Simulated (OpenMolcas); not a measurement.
Computed levels of 3d³ in ions with 21 electrons, in cm-1 above ⁴F_3/2.

```yaml
Program: OpenMolcas
Method: MS-CASPT2, IPEA 0.25 Eh, imaginary shift 0.1 Eh
Basis: ANO-R2
Scalar_Hamiltonian: X2C, finite nucleus
Spin-orbit_coupling: state interaction with AMFI integrals over the reference wave functions, term energies averaged over their components
```

Active space for each ion: 3 electrons in 5 orbitals (3d); closed shells correlated by CASPT2: 3s 3p.

```csv
Level,Cr3+,Fe5+,Ni7+
⁴F_5/2,250,516,961
⁴F_7/2,590,1210,2230
⁴F_9/2,1013,2060,3750
⁴P_1/2,14660,19370,24110
⁴P_3/2,14770,19550,24350
⁴P_5/2,15060,20190,25620
²G_7/2,15440,20900,26530
²G_9/2,15800,21610,27740
²P_3/2,20080,26780,33590
```

Problem. Estimate ⁴F_9/2, ⁴P_1/2, ⁴P_3/2 for Mn4+ from its neighbours Cr3+ and Fe5+.

Solution. ⁴F_9/2 is fine structure, which grows about as the fourth power of a screened charge, so the fourth roots are averaged: ((1013^0.25 + 2060^0.25) / 2)^4 = 1467. The calculation gives 1477, so the estimate is off by -0.7 %; the measured value is 1412 (Corliss and Sugar, J. Phys. Chem. Ref. Data 6, 1253 (1977)).
⁴P_1/2 is another term, which grows about linearly with the charge: (14660 + 19370) / 2 = 17015. The calculation gives 17130, so the estimate is off by -0.7 %; the measured value is 16434 (Corliss and Sugar, J. Phys. Chem. Ref. Data 6, 1253 (1977)).
⁴P_3/2 is another term, which grows about linearly with the charge: (14770 + 19550) / 2 = 17160. The calculation gives 17270, so the estimate is off by -0.6 %; the measured value is 16595 (Corliss and Sugar, J. Phys. Chem. Ref. Data 6, 1253 (1977)).

Mixed levels, with the weight of the term that names them: Cr3+ ²P_3/2 (62 %), Mn4+ ²P_3/2 (67 %), Fe5+ ²P_3/2 (62 %), Ni7+ ²P_3/2 (51 %).

CASPT2 does not keep the components of a term degenerate, so their means are used; among the terms shown or strongly mixed into the levels shown the widest spread is 930 cm-1 (3d³ ⁴F, Ni7+). Computed and measured levels are paired by configuration, term and J; levels that our copy of the source lacks, or whose pairing is in doubt (as where it misses far off the trend of its configuration), stay unpaired and out of the deviations. Levels of configurations outside the active space are missing.
